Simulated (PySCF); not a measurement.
**How methods differ on the ionisation energy of B⁺**

B⁺ [He] 2s2 (1S) → B²⁺ [He] 2s1 (2S), as a difference of total energies. All numbers are calculated (PySCF 2.14, scalar relativity by spin-free X2C-1e, in aug-cc-pVDZ-DK). Correlated levels: valence: 1s2 frozen. The calculations carry no spin-orbit coupling.

Task: Order these methods by the ionisation energy they give, lowest first.
A. PBE
B. PBE0
C. UHF
D. MP2 (valence)

Result: C (23.499 eV), D (24.387 eV), B (24.621 eV), A (24.665 eV).

Errors of the correlated levels include the incompleteness of this basis and the frozen core.

MP2 underrates the near-degeneracy of ns² with np² in the lower species.

For comparison: 25.155 eV (measured; NIST Atomic Spectra Database, ionization energies).
